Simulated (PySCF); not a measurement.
Gas-phase reaction: 2 SiH3I + SiO2 + 5 O = SiI2 + Si2O(OH)6

Energies from PySCF, thermal terms from the rigid-rotor harmonic-oscillator model, ideal gas at 1 bar. † marks an energy on the PBE0/def2-TZVP geometry and frequencies; other levels use their own. CCSD(T) freezes the core. Open shells (unrestricted): O (multiplicity 3); the rest are closed-shell singlets. Spin-orbit splitting is ignored; it lowers the true energy and changes the entropy of O. I: scalar-relativistic def2 core potential, no spin-orbit coupling. Si2O(OH)6: computed as isolated molecules; such fragments, hydroxides, amides, oligomers or adducts are transient or little studied in the gas. CCSD(T) isn't extrapolated to the basis-set limit. Warning, large T1 diagnostic: SiO2 (CCSD(T)/def2-SVP†).

PBE/def2-TZVP† gives ΔH°(298 K) = -3324 kJ.

Problem. What do PBE/def2-SVP, CCSD(T)/def2-SVP†, PBE0/def2-TZVP give?

Solution. PBE/def2-SVP: -3295 kJ; CCSD(T)/def2-SVP†: -2957 kJ; PBE0/def2-TZVP: -3226 kJ. For scale, ΔH°(298 K) is -3324 kJ at this level, -3301 kJ at ωB97M-V/def2-TZVP†, and runs from -4509 to -2224 kJ over the 16 levels computed.
